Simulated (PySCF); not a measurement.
Calculation: B3LYP-D3(BJ)/def2-TZVP // r2SCAN-D4/def2-SVP (PySCF). All species are isolated molecules in the gas phase. B3LYP has the VWN-RPA correlation part, as in Gaussian. 

Reference species: [Zr(Cl)4] (neutral, multiplicity 1).

The coordination number is 4 and the HOMO–LUMO gap comes out as 6.48 eV. The HOMO is -9.43 eV.

After one change: the coordination number hardly moves; the HOMO–LUMO gap increases by 0.53 eV; the HOMO drops by 0.10 eV.

Task: Which change was made? The new species is one of these.
A) [Zr(Cl)3(F)]
B) [Zr(F)4]
C) [Zr(Cl)(F)3]
D) [Zr(Cl)2(F)2]

Result: D, [Zr(Cl)2(F)2]
